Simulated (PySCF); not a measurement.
Molfile (atoms numbered from 1):
```
C6H9ClOSi2
     RDKit          3D

 19 19  0  0  0  0  0  0  0  0999 V2000
    2.7323    1.0253    1.0829 Si  0  0  0  0  0  4  0  0  0  0  0  0
    2.1428   -0.3074    0.3754 O   0  0  0  0  0  0  0  0  0  0  0  0
    1.3090   -1.2045   -0.6947 Si  0  0  0  0  0  4  0  0  0  0  0  0
   -0.4312   -0.5349   -0.8534 C   0  0  0  0  0  0  0  0  0  0  0  0
   -1.1555   -0.3749   -1.9879 C   0  0  0  0  0  0  0  0  0  0  0  0
   -2.4576    0.1790   -1.6805 C   0  0  0  0  0  0  0  0  0  0  0  0
   -2.5466    0.3630   -0.3492 C   0  0  0  0  0  0  0  0  0  0  0  0
   -1.2930   -0.0731    0.2476 C   0  0  0  0  0  0  0  0  0  0  0  0
   -0.9477   -0.0762    1.5411 C   0  0  0  0  0  0  0  0  0  0  0  0
   -1.9687    0.4714    2.7900 Cl  0  0  0  0  0  0  0  0  0  0  0  0
    1.6561    2.0140    1.1629 H   0  0  0  0  0  0  0  0  0  0  0  0
    3.1530    0.5671    2.4049 H   0  0  0  0  0  0  0  0  0  0  0  0
    3.8466    1.5095    0.2732 H   0  0  0  0  0  0  0  0  0  0  0  0
    1.3424   -2.5455   -0.1065 H   0  0  0  0  0  0  0  0  0  0  0  0
    2.0039   -1.1209   -1.9785 H   0  0  0  0  0  0  0  0  0  0  0  0
   -0.8264   -0.6157   -2.9830 H   0  0  0  0  0  0  0  0  0  0  0  0
   -3.2113    0.4004   -2.4148 H   0  0  0  0  0  0  0  0  0  0  0  0
   -3.3736    0.7576    0.2097 H   0  0  0  0  0  0  0  0  0  0  0  0
    0.0157   -0.4249    1.8799 H   0  0  0  0  0  0  0  0  0  0  0  0
  1  2  1  0
  2  3  1  0
  3  4  1  0
  4  5  2  0
  5  6  1  0
  6  7  2  0
  7  8  1  0
  8  9  2  0
  9 10  1  0
  8  4  1  0
  1 11  1  0
  1 12  1  0
  1 13  1  0
  3 14  1  0
  3 15  1  0
  5 16  1  0
  6 17  1  0
  7 18  1  0
  9 19  1  0
M  END
```

[PySCF 2.14.0 with density-fitted response routines: GFN2-xTB geometry; GIAO PBE0/pcSseg-1 shieldings; one averaged value for each set of equivalent atoms; non-relativistic; in vacuum; a single conformation]

Shifts are taken against calculated references (same method and geometry level): 13C vs TMS.

Q: Do the 13C shifts follow the atomic charges (in e)? Tabulate both.

A: 
```
atoms  hybridisation  δ (ppm)  σ para (ppm)  Hirshfeld    IAO  Mulliken  ESP-fitted
   C8            sp2    157.3          -227      -0.02  +0.00     -0.18       +0.44
   C5            sp2    150.8          -217      -0.05  -0.14     -0.08       -0.09
   C9            sp2    147.5          -212      +0.01  -0.12     -0.04       -0.36
   C6            sp2    140.7          -210      -0.05  -0.16     -0.05       -0.13
   C4            sp2    135.2          -206      -0.12  -0.34     -0.31       -0.37
   C7            sp2    131.6          -193      -0.07  -0.18     +0.01       -0.37
```

Correlation coefficients of δ with charge over these carbons: Hirshfeld +0.70, IAO +0.79, Mulliken -0.07, ESP-fitted +0.79; with the paramagnetic shielding -0.96. With so few points these coefficients are fragile. Charge is one influence among several: hybridisation and low-lying excitations act through the paramagnetic term.

Carbons that carry Cl, above all several Cl atoms, come out too deshielded, partly because spin–orbit coupling is missing. Shifts are as computed. Against solution values, carbons near 30 ppm lie about +3 ppm off and those near 130 ppm about +5 ppm; carbons on Cl a further +6 ppm. Of 1309 compounds with measured shifts, 239 miss one by over three times the rms of a fit or turn the order of signals round; such compounds aren't used in these exercises.
